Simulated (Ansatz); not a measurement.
Gas-phase electronic energies from Ansatz, PBE0-D4/def2-TZVP geometries. CCSD(T)/CBS is frozen-core, at the limit of the def2 triple- and quadruple-zeta sets. Functionals use def2-TZVPP. HSE06 is defined as in plane-wave codes. Open shells (•) are unrestricted, without spin–orbit coupling. Spin–orbit coupling would lower the free atoms: a little for B, C, O. Each species was taken in one conformer, which may not be the lowest.

Reaction (atomization): `CB(N)O` → B• + C• + 6 H• + N• + O•

`CB(N)O`:

Cartesian coordinates in Å:
```
C -0.900 -0.653 0.461
B 0.230 0.330 -0.040
N 1.163 -0.044 -1.019
O 0.351 1.608 0.465
H -1.894 -0.228 0.285
H -0.872 -1.630 -0.027
H -0.820 -0.823 1.540
H 1.883 0.580 -1.339
H 1.169 -0.947 -1.454
H -0.310 1.807 1.128
```

CCSD(T)/CBS gives +41.21 eV.

**Question.** Another level gave +41.30 eV. Which?
A. HSE06/def2-TZVPP
B. r2SCAN0/def2-TZVPP
C. BHLYP-D4/def2-TZVPP
D. r2SCAN-D4/def2-TZVPP

**Answer.** A. HSE06 41.30, BHLYP-D4 40.24, r2SCAN0 40.73, r2SCAN-D4 41.38 eV.

Largest T1 diagnostic among the species: 0.014.

In def2-TZVPP, CCSD(T) changes the Hartree–Fock value by +9.85 eV (the triples alone add +0.53 eV) and MP2 by +10.54 eV; breaking electron pairs costs correlation energy, which Hartree–Fock lacks. From PBE to PBE0 (25 % exact exchange), in def2-TZVPP and without D4, ΔE moves by −0.74 eV: exact exchange takes away binding that semilocal exchange gives to molecules. Leaving LDA and LC-ωPBE aside and taking each functional with its dispersion term where it has one, the values, not all of them listed here, spread over 1.89 eV, from BHLYP-D4 to PBE-D4. LDA lies +5.14 eV from PBE without D4, its usual overbinding.

CCSD(T)/CBS has its own doubt, a few kJ/mol and more with outer-core shells, so smaller differences from it don't rank the levels.
